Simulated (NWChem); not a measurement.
System: CAuO, doublet; SMILES [O+]#[C-]->[Au]

The following NWChem deck was run.

```
start job
memory heap 200 mb stack 900 mb global 1100 mb
geometry units angstroms noautoz
  Au     0.028996    -0.416998     0.000000
  O     -0.191789     2.559252     0.000000
  C      0.386033     1.574044     0.000000
end
basis spherical
  * library def2-svp
end
ecp
  Au library def2-ecp
end
dft
  odft
  mult 2
  xc pbe0
  iterations 150
end
tddft
  cis
  nroots 6
end
task tddft energy
```

Excerpt of the output:

```
             Northwest Computational Chemistry Package (NWChem) 7.3.0
             --------------------------------------------------------

 CS  symmetry detected

                             Geometry "geometry" -> ""
                             -------------------------

 Output coordinates in angstroms (scale by  1.889725989 to convert to a.u.)

  No.       Tag          Charge          X              Y              Z
 ---- ---------------- ---------- -------------- -------------- --------------
    1 Au                  79.0000    -0.00923621    -0.38438613     0.00000000
    2 O                    8.0000    -0.18979253     2.59457502     0.00000000
    3 C                    6.0000     0.37466678     1.60165067     0.00000000

 Effective nuclear repulsion energy (a.u.)     258.3021687445

      Symmetry information
      --------------------

 Group name             Cs
 Group number              2
 Group order               2
 No. of unique centers     3

                                 NWChem DFT Module
                                 -----------------

 Summary of "ao basis" -> "ao basis" (spherical)
 ------------------------------------------------------------------------------
       Tag                 Description            Shells   Functions and Types
 ---------------- ------------------------------  ------  ---------------------
 Au                         def2-svp                12       32   6s3p2d1f
 O                          def2-svp                 6       14   3s2p1d
 C                          def2-svp                 6       14   3s2p1d

      Symmetry analysis of basis
      --------------------------

        a'         42
        a"         18

            General Information
            -------------------
          SCF calculation type: DFT
          Wavefunction type:  spin polarized.
          No. of atoms     :     3
          No. of electrons :    33
           Alpha electrons :    17
            Beta electrons :    16
          Charge           :     0
          Spin multiplicity:     2
          Use of symmetry is: off; symmetry adaption is: on
          Maximum number of iterations: 150
          AO basis - number of functions:    60
                     number of shells:    24
          Convergence on energy requested:  1.00D-06
          Convergence on density requested:  1.00D-05
          Convergence on gradient requested:  5.00D-04

[...]

                                NWChem TDDFT Module
                                -------------------

            General Information
            -------------------
           No. of orbitals :     120
            Alpha orbitals :      60
             Beta orbitals :      60
        Alpha frozen cores :       0
         Beta frozen cores :       0
     Alpha frozen virtuals :       0
      Beta frozen virtuals :       0
         Spin multiplicity :       2
    Number of AO functions :      60
        Use of symmetry is : off
      Symmetry adaption is : on
         Schwarz screening :  0.10D-07

              XC Information
              --------------
                  PBE0 Method XC Functional
              Hartree-Fock (Exact) Exchange   0.25
   PerdewBurkeErnzerhof Exchange Functional   0.75
     Perdew 1991 LDA Correlation Functional   1.00 local
    PerdewBurkeErnz. Correlation Functional   1.00 non-local

             TDDFT Information
             -----------------
          Calculation type : Tamm-Dancoff TDDFT
         Wavefunction type : Unrestricted
          No. of electrons :      33
           Alpha electrons :      17
            Beta electrons :      16
              No. of roots :       6
          Max subspacesize :    5200
            Max iterations :     100
               Target root :       1
           Target symmetry : none
      Symmetry restriction : off
                 Algorithm : Optimal
        Davidson threshold :  0.10D-03

    6 smallest eigenvalue differences (eV)
--------------------------------------------------------
  No. Spin  Occ  Vir  Irrep   E(Occ)    E(Vir)   E(Diff)
--------------------------------------------------------
    1    1   17   18 a"       -0.214    -0.062     4.145
    2    1   17   19 a'       -0.214    -0.057     4.275
    3    2   16   17 a'       -0.308    -0.114     5.277
    4    2   15   17 a'       -0.334    -0.114     5.981
    5    2   14   17 a"       -0.334    -0.114     5.982
    6    1   17   20 a'       -0.214     0.007     6.027
--------------------------------------------------------

  Entering Davidson iterations
  Unrestricted

  Iter   NTrls   NConv    DeltaV     DeltaE      Time
  ----  ------  ------  ---------  ---------  ---------
    1      6       0     0.12E+00   0.10+100        4.5
    2     12       0     0.37E-01   0.15E-01        5.7
    3     18       0     0.67E-01   0.96E-02        5.3
    4     24       0     0.28E-01   0.12E-01        4.5
    5     30       0     0.74E-02   0.10E-02        4.1
    6     36       5     0.20E-02   0.69E-04        4.8
    7     37       5     0.58E-03   0.52E-05        3.2
    8     38       5     0.12E-03   0.32E-06        2.8
    9     39       6     0.96E-04   0.13E-07        3.1
  ----  ------  ------  ---------  ---------  ---------
  Convergence criterion met

  Ground state a'       -248.813447725338 a.u.
  <S2> =   0.7568

  ----------------------------------------------------------------------------
  Root   1         a"             0.091862800 a.u.                2.4997 eV
  <S2> =   0.7835
  ----------------------------------------------------------------------------
     Transition Moments    X  0.00000   Y -0.00000   Z  0.33343
     Dipole Oscillator Strength                    0.0068085458
     Electric Quadrupole                           0.0000000091
     Magnetic Dipole                               0.0000003882
     Total Oscillator Strength                     0.0068089431

[...]
```

Level: PBE0/def2-SVP with def2 effective core potentials on Au, spin-unrestricted, TDA. In the optimisation the excess spin sits in a' (Cs, its own frame). Structure relaxed at the PBE0/def2-SVP, spin-unrestricted level. This spin state was assumed; another may lie lower. No stability test was run on the SCF state. def2 effective core potentials on Au; no spin-orbit coupling.
